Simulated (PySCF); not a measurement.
# Ir⁶¹⁺: ionisation energy

Ir⁶¹⁺ [Ne] 3s2 3p4 (3P) → Ir⁶²⁺ [Ne] 3s2 3p3 (4S), as a difference of total energies. All numbers are calculated (PySCF 2.14, scalar relativity by spin-free X2C-1e, in an uncontracted even-tempered set (17 s from 16 bohr⁻², ratio 2.5; 12 p from 21 bohr⁻², ratio 2.5; 4 d from 86 bohr⁻², ratio 2.7; 4 f from 130 bohr⁻², ratio 2.7)). Correlated levels: outer shells: 1s2 frozen; virtual orbitals above 40 to 60 times the deepest correlated orbital energy dropped. The calculations carry no spin-orbit coupling.

```json
{"method": "UHF", "ionisation energy (eV)": "6697.6"}
{"method": "LDA", "ionisation energy (eV)": "6700.2"}
{"method": "PBE", "ionisation energy (eV)": "6701.8"}
{"method": "PBE0", "ionisation energy (eV)": "6701.3"}
{"method": "r2SCAN", "ionisation energy (eV)": "6701.0"}
{"method": "BP86", "ionisation energy (eV)": "6703.4"}
{"method": "r2SCANh", "ionisation energy (eV)": "6700.9"}
{"method": "MP2 (outer shells)", "ionisation energy (eV)": "6698.9"}
{"method": "SCS-MP2 (outer shells)", "ionisation energy (eV)": "6698.9"}
```

Spin-orbit coupling is strong in these open shells (close to jj coupling). The scalar numbers leave it out and a first-order estimate fails, so it can dominate the gap to the real levels.

The ground level that NIST lists for one species does not belong to the high-spin term computed here, so part of any gap is the choice of state.

Breit and QED terms and the two-electron picture change are absent.

For comparison: 6580 ± 12 eV (theoretical estimate listed by NIST; NIST Atomic Spectra Database, ionization energies).
